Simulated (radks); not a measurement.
Problem. These are the eigenvalues of the occupied orbitals of an atom or ion with whole-number occupations (eV). All-electron calculation, non-relativistic Kohn-Sham, LDA (Slater exchange, Perdew-Wang correlation), spin-polarised, spherical densities, point nucleus. Program: a radial shooting solver on a logarithmic mesh with Libxc functionals.

1s: -1035.098
2s: -191.4524

Which element is it, and in what charge state? The configuration may be excited. Open shells, if any, are filled with parallel spins first.

Solution. Z = 10, neon, charge +6: Ne6+ in [He] 2s2. The 1s level, -38.039 hartree, gives Z - s = 8.7 by -(Z - s)^2/2, which with screening narrows Z to a few neighbours, and with so few levels the electron count can be read from the list.
